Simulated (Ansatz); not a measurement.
One step, two centres

Four-centre ligand exchange, with the central atom changed down its group and all else kept; in the first member these bonds form or tighten: B–O, H–H; these break or loosen: B–H, H–O.

Gas-phase electronic energies, without zero-point energy, by CCSD(T) at an estimated basis limit (MP2 extrapolated from triple and quadruple zeta, plus CCSD(T) − MP2 in triple zeta); Ansatz 0.2.0, def2-TZVPP and QZVPP, frozen cores, on PBE0-D4/def2-TZVP structures. Extrapolation: Hartree–Fock as exp(−7.88 √X), correlation as X^−2.97. All energies, in kJ/mol, count from the separated reactants, without counterpoise correction; the start and end structures are the complexes reached by relaxing down from the saddle, and deeper ones may exist. Brackets give SMILES, or, where every atom is bracketed, only which atoms are joined. Steps whose reference was doubtful or whose search ended elsewhere are left out.

| reactants | products | start structure | saddle | end structure | saddle by PBE0-D4/TZ |
| --- | --- | --- | --- | --- | --- |
| BHF₂ ([F][BH][F]) + H₂O | BHOF₂ ([OH][B]([F])[F]) + H₂ | -27.0 | ? | -106.2 | 72.4 |
| AlHF₂ ([F][AlH][F]) + H₂O | AlHOF₂ ([OH][Al]([F])[F]) + H₂ | -106.0 | -17.2 | -122.4 | -31.8 |

Task: What is the height of the saddle for BHF₂ ([F][BH][F]) + H₂O? (Judge from chemistry; the value comes from the calculation.)

Result: Computed: 99.8 kJ/mol relative to the separated reactants, the higher of the two; above its start structure the barrier is 99.8 − (-27.0) ≈ 126.8 kJ/mol.

Task: With the table complete: take k = (k_BT/h) exp(−E/k_BT), E being the saddle less the start structure. Which steps would take under a second at 473 K (200 °C)?

Result: k = 1 s⁻¹ needs E = k_BT ln(k_BT/h × 1 s) = 0.04076 eV × 29.9 = 1.22 eV = 118 kJ/mol. Zero-point energy and entropy, left out here, can move a barrier by 0.15 eV or more, so: clearly faster: AlHF₂ ([F][AlH][F]) + H₂O (88.8); too close to call: BHF₂ ([F][BH][F]) + H₂O (126.8) (barriers in kJ/mol). These are rates out of the complex; where it is weakly bound it falls apart first at this temperature, and the saddle's height above the separated reactants, with the entropy of meeting, sets the rate.

Task: For which rows does the start complex face a lower barrier to react than to fall apart again?

Result: Where the saddle lies below the separated reactants: AlHF₂ ([F][AlH][F]) + H₂O. In the others it is easier, by energy, to separate; entropy favours separation further in all rows.

Aluminium, larger and more positive than boron, binds the incoming molecule more strongly, and well and saddle both drop.

Task: How do the PBE0-D4 saddles lie against the coupled-cluster estimate?

Result: Both lower, by 14.6 to 27.5 kJ/mol.

This is the kind of ligand exchange by which a precursor binds to a hydroxyl group, or is hydrolysed, in atomic layer deposition of oxides.

The T1 diagnostic stays at or below 0.014.

For scale, one of the runs: CCSD(T)/def2-TZVPP, 177 basis functions (an equivalent command: `ansatz run in.yaml --threads 2`). The run took 55 s on 2 CPU threads (shared host), with 1.7 GiB of host memory at its peak.
